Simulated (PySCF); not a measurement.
Compound: C4H7AlTe.
SMILES with atom numbers: `[CH:1]#[C:2][CH2:3][Te:4][CH2:5][AlH2:6]` (hydrogens: H7 on C1; H8, H9 on C3; H10, H11 on C5; H12, H13 on Al6)

Method: PBE0-D3(BJ)/def2-SVP geometry optimisation, gas phase, def2 core potentials past Kr in PySCF; density fitting, grid level 1; the optimiser is geomeTRIC in internal coordinates, started from a GFN2-xTB structure with every atom displaced at random (about 0.01 Å).

Step 0: E = -18136.5239 eV
```
atom  x, y, z in Å  |  force x, y, z in eV/Å
C1      2.8214   -0.5929    0.5834   -1.816  -0.427  -1.094
C2      1.8077   -0.8546   -0.0410    0.690   0.149   0.382
C3      0.5937   -1.1490   -0.7728    1.348   1.128   0.598
Te4    -0.1987    0.6729   -1.6447   -0.070   0.146   0.027
C5     -0.6489    1.4613    0.3889    0.016  -0.132  -0.161
Al6    -2.2849    0.3766    0.1293    0.409   0.316   0.145
H7      3.6856   -0.3550    1.1159    1.172   0.286   0.716
H8     -0.1273   -1.5538   -0.0972   -1.017  -0.472   0.525
H9      0.8115   -1.8400   -1.5545   -0.010  -0.787  -1.035
H10     0.2655    1.3095    0.9853   -0.156  -0.255  -0.009
H11    -0.7804    2.5446    0.2693   -0.104   0.118  -0.147
H12    -3.5139    1.0826   -0.4639   -0.620   0.553  -0.206
H13    -2.4268   -1.1182    0.5078    0.158  -0.623   0.259
```

Step 1: E = -18136.7163 eV
```
atom  x, y, z in Å  |  force x, y, z in eV/Å
C1      2.8518   -0.5634    0.6010    0.369   0.014   0.149
C2      1.8817   -0.8786   -0.0510   -0.190   0.102  -0.028
C3      0.6790   -1.1768   -0.7842    0.009  -0.170   0.050
Te4    -0.2168    0.6319   -1.6342    0.038  -0.038  -0.035
C5     -0.6936    1.4428    0.3640    0.047   0.038  -0.085
Al6    -2.3647    0.4428    0.1414   -0.232  -0.083  -0.027
H7      3.7393   -0.3130    1.1599   -0.145  -0.030  -0.068
H8     -0.0885   -1.6226   -0.1259    0.069   0.031  -0.156
H9      0.8707   -1.8614   -1.6289   -0.092   0.109   0.067
H10     0.1757    1.1979    0.9908   -0.059  -0.057   0.049
H11    -0.7531    2.5329    0.2296    0.024   0.023  -0.012
H12    -3.6245    1.2464   -0.4316    0.111  -0.035   0.085
H13    -2.4523   -1.0948    0.5750    0.051   0.096   0.009
```

**Question.** Estimate the geometry and energy of step 2. (The exact step hangs on the optimiser's Hessian estimate; all steps are aligned on step 1, rigid shifts and turns removed.)

**Answer.** E = -18136.7252 eV, largest force 0.109 eV/Å
```
atom  x, y, z in Å  |  force x, y, z in eV/Å
C1      2.8612   -0.5667    0.6081   -0.003  -0.077  -0.072
C2      1.8850   -0.8703   -0.0446   -0.041   0.083   0.053
C3      0.6848   -1.1727   -0.7840    0.076  -0.039   0.034
Te4    -0.2185    0.6256   -1.6403    0.010  -0.002  -0.007
C5     -0.7009    1.4423    0.3531    0.028   0.065  -0.083
Al6    -2.3745    0.4411    0.1408   -0.094  -0.005   0.003
H7      3.7455   -0.3264    1.1687   -0.009   0.014   0.013
H8     -0.0859   -1.6264   -0.1421    0.009  -0.007  -0.026
H9      0.8742   -1.8451   -1.6342    0.000   0.013   0.001
H10     0.1581    1.1881    0.9900   -0.028  -0.050   0.032
H11    -0.7437    2.5333    0.2138    0.001  -0.008   0.014
H12    -3.6286    1.2460   -0.4177    0.012   0.001   0.025
H13    -2.4522   -1.0846    0.5941    0.040   0.013   0.014
```

The energy changes by -0.0090 eV. The first-order estimate −F·Δx gives -0.0137 eV and the mean of the old and new forces, exact on a quadratic surface, -0.0091 eV. The step makes an angle of 68° with the force vector and moves no atom by more than 0.022 Å.

The cost below is that of the whole optimisation. On one thread, Arm Neoverse V1 (aarch64), no GPU, shared host with 32 logical CPUs at a one-minute load of 16, this took 65 s and 0.59 GiB of memory at its peak.
